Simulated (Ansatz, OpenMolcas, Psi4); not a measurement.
## Worked example: NaBr + BBrCl2 → NaCl + BBr2Cl

Species: NaBr, singlet; BBrCl2 (bromodichloroborane) `ClB(Cl)Br`, singlet; NaCl, singlet; BBr2Cl (dibromo(chloro)borane) `ClB(Br)Br`, singlet. The partners trade Br for Cl: Na–Br and B–Cl bonds give way to Na–Cl and B–Br.

Shapes, held fixed at every level: PBE0-D4/def2-TZVP. Programs: Ansatz 0.2.0, OpenMolcas 26.06, Psi4 1.11. A level may come from different programs for different species; with the same settings they agree closely. The zero-point and thermal change to 298 K, harmonic and unscaled (PBE0-D4/def2-TZVP), is -0.7 kJ/mol.

At CCSD(T)/def2-TZVPP; 1 Eh = 2625.50 kJ/mol:

| species | energy (Eh) |
| --- | --- |
| NaBr | -2734.820623 |
| BBrCl2 | -3517.064600 |
| NaCl | -621.834366 |
| BBr2Cl | -5630.038653 |

Problem. Work out ΔH(298 K) of the reaction at this level.

Solution. 
1. Products less reactants: (-621.834366) + (-5630.038653) − [(-2734.820623) + (-3517.064600)] = 0.012204 Eh = +32.0 kJ/mol.
2. With the thermal change: +32.0 + (-0.7) = +31.3 kJ/mol.

Other levels give +29.3 (MP2/def2-TZVPP) to +46.0 kJ/mol (CCSD(T)/def2-SVP). No measured value is set beside it here. Relativity is left out for Br. Outer-core shells of Br, Na are correlated in most correlated rows, in sets that cover them unevenly.
